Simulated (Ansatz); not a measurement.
One change: `O=CO[SiH3]` becomes `O=[C]([AlH2])O[SiH3]`.

Ansatz, PBE0-D4/def2-TZVP geometries, multiplicity 1. Each molecule was computed in one conformer, which needn't be the lowest.

```csv
property,`O=CO[SiH3]`
LUMO energy (PBE0/def2-TZVPP) / eV,-0.37
HOMO–LUMO gap (PBE/def2-TZVPP) / eV,5.41
size of the dipole moment (PBE/def2-TZVPP) / D,1.48
HOMO energy (PBE0/def2-TZVPP) / eV,-8.63
HOMO–LUMO gap (PBE0/def2-TZVPP) / eV,8.26
HOMO–LUMO gap (ωB97M-V/def2-TZVPP) / eV,12.84
```

Question: Give the same properties after the change, and the shifts. (Best estimate.)

Answer: Computed: 
```
                                      property  `O=[C]([AlH2])O[SiH3]`  shift
            LUMO energy (PBE0/def2-TZVPP) / eV                   -2.40  -2.03
           HOMO–LUMO gap (PBE/def2-TZVPP) / eV                    2.97  -2.44
size of the dipole moment (PBE/def2-TZVPP) / D                    1.26  -0.22
            HOMO energy (PBE0/def2-TZVPP) / eV                   -7.61   1.02
          HOMO–LUMO gap (PBE0/def2-TZVPP) / eV                    5.21  -3.05
       HOMO–LUMO gap (ωB97M-V/def2-TZVPP) / eV                    9.24  -3.60
```

With PBE0 the HOMO rises by 1.02 eV and the LUMO falls by 2.03 eV, so the gap narrows by about 3.05 eV. PBE moves the HOMO by 0.77 eV and ωB97M-V by 1.17 eV. Dipoles are sizes alone; their direction can turn.
